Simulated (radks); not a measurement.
Results of a calculation; reference values are marked as such.
Task: The mean radii <r> (bohr) of the occupied orbitals of an atom or ion are listed with their occupations. Code: a radial shooting solver on a logarithmic mesh with Libxc functionals. Model: non-relativistic Kohn-Sham, exchange-only PBE, spin-polarised, spherical densities, point nucleus.

| orbital | occ. | <r> |
|---|---|---|
| 1s up | 1 | 0.3018 |

Name the element and its charge. Open shells, if any, are filled with parallel spins first.

Result: Z = 5, boron, charge +4: B4+ in 1s1. The 1s radius gives Z: for a bare nucleus <r> = 1.5/Z, 0.3 bohr for Z = 5, and the self-interaction of the functional makes it slightly larger (0.3018 here). The occupations add up to 1, and the charge is Z minus that.
